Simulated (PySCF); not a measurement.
Compound: C5H5ClS.
Structure used (GFN2-xTB), in Å, numbered top down from 1:
```
atom  x, y, z in Å
C1     2.446    0.284    0.971
C2     1.187    0.380    0.285
C3     0.123    0.440   -0.285
C4    -1.092    0.563   -0.956
S5    -1.304    1.653   -2.159
C6    -2.204   -0.363   -0.576
Cl7   -2.241   -0.671    1.186
H8     2.992    1.223    0.888
H9     2.280    0.051    2.023
H10    3.043   -0.512    0.526
H11   -2.059   -1.334   -1.058
H12   -3.169    0.050   -0.871
```

The closed-shell SCF was solved with PySCF and density fitting under several settings on one GFN2-xTB geometry (grid level 2 and gas phase unless stated).

```tsv
settings	basis functions	SCF cycles	E (Eh)	HOMO (eV)	LUMO (eV)	dipole (D)
PBE0/pcSseg-1	158	15	-1051.2634	-6.70	-2.90	2.72
PBE0/def2-SVPD	194	15	-1050.9364	-6.72	-2.96	2.81
PBE0/6-311+G(2d,p), fitting basis def2-qzvpp-jkfit	235	11	-1051.4017	-6.68	-2.91	2.78
```

Estimate the rows for these settings: (1) BP86/6-311G**, IEF-PCM chloroform, level shift 0.3 Eh; (2) PBE0/def2-SVP; (3) PBE0/aug-cc-pVDZ, energy threshold 1e-08 Eh, fitting basis def2-universal-jkfit.

| settings | basis functions | SCF cycles | E (Eh) | HOMO (eV) | LUMO (eV) | dipole (D) |
| --- | --- | --- | --- | --- | --- | --- |
| BP86/6-311G**, IEF-PCM chloroform, level shift 0.3 Eh | 172 | 17 | -1052.0112 | -5.69 | -3.77 | 3.65 |
| PBE0/def2-SVP | 131 | 15 | -1050.9146 | -6.48 | -2.70 | 2.59 |
| PBE0/aug-cc-pVDZ, energy threshold 1e-08 Eh, fitting basis def2-universal-jkfit | 214 | 10 | -1051.3578 | -6.68 | -2.90 | 2.83 |

Over all rows, what range does the HOMO–LUMO gap span?

From 1.92 eV (BP86/6-311G**, IEF-PCM chloroform, level shift 0.3 Eh) to 3.80 eV (PBE0/pcSseg-1). The functional of the narrowest has no exact exchange, that of the widest 25 % exact exchange.

Compare two rows with the functional PBE0: PBE0/6-311+G(2d,p), fitting basis def2-qzvpp-jkfit and PBE0/def2-SVPD. Which energy is lower, and by how much?

PBE0/6-311+G(2d,p), fitting basis def2-qzvpp-jkfit (235 functions) lies 0.4653 Eh or 292 kcal/mol below PBE0/def2-SVPD (194 functions).

Cycle counts include a coarse-grid stage where the run had one. All basis functions are spherical, in the Pople sets too. The structure is a single GFN2-xTB conformer; no vibrational corrections.
